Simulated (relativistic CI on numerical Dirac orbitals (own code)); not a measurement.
## Pt6+: O2,3 absorption edge

Computed with this model: Dirac-Coulomb-Breit CI, orbitals from a KLI potential per configuration, a model potential for QED, valence Slater integrals scaled by 0.7, multiplet model of core-to-valence dipole absorption; configurations [Xe] 4f14 5d4 → [Kr] 4d10 4f14 5s2 5p5 5d5; 300 K; Lorentzian 0.6 eV and Gaussian 0.3 eV FWHM. Energies are those of the free ion, without screening or charge transfer. The branching ratio is the share of the lower-energy edge in the whole absorption, uncertain by about 0.02 where the edges overlap. S is read from ⟨S²⟩ = S(S + 1).

Field parameters in Wybourne normalisation: Oh B⁴₀ = 21Dq, B⁴₄ = √(5/14) B⁴₀. The field is a parameter set, without covalency.

free ion: ground-state S = 1.54, centroid 59.79 eV. Peaks (eV, height): 58.0 (100), 59.8 (20), 61.9 (9), 63.2 (30), 64.4 (18).

Oh, 10Dq = 10000 cm⁻¹: ground-state S = 1.43, centroid 60.19 eV. Peaks (eV, height): 58.1 (100), 59.8 (30), 62.4 (16), 63.4 (23), 63.7 (23).

Oh, 10Dq = 22550 cm⁻¹: ground-state S = 1.19, centroid 61.41 eV. Peaks (eV, height): 53.1 (11), 53.9 (6), 55.9 (17), 57.9 (69), 58.8 (100), 60.4 (30), 61.2 (36), 63.4 (23), 65.7 (14), 75.4 (19), 76.5 (12), 77.6 (10).

Oh, 10Dq = 35100 cm⁻¹: ground-state S = 1.05, centroid 62.59 eV. Peaks (eV, height): 52.4 (26), 53.4 (13), 55.8 (16), 58.2 (77), 59.3 (61), 60.1 (100), 62.7 (37), 65.0 (14), 68.2 (7), 76.3 (52), 79.0 (8), 79.8 (9).

Strongest unbroadened transitions for Oh, 10Dq = 10000 cm⁻¹:

| Energy (eV) | Relative strength |
| --- | --- |
| 57.16 | 16.4 |
| 57.19 | 12.6 |
| 57.43 | 21.1 |
| 57.54 | 14.3 |
| 57.66 | 17.8 |
| 57.95 | 11.7 |
| 58.17 | 100.0 |
| 58.24 | 6.6 |
| 58.40 | 5.6 |
| 58.61 | 12.5 |
| 58.98 | 6.6 |
| 59.56 | 12.2 |
| 59.91 | 10.1 |
| 60.17 | 14.5 |
| 63.18 | 9.1 |
| 63.42 | 11.6 |
| 63.83 | 17.8 |
| 64.59 | 7.1 |
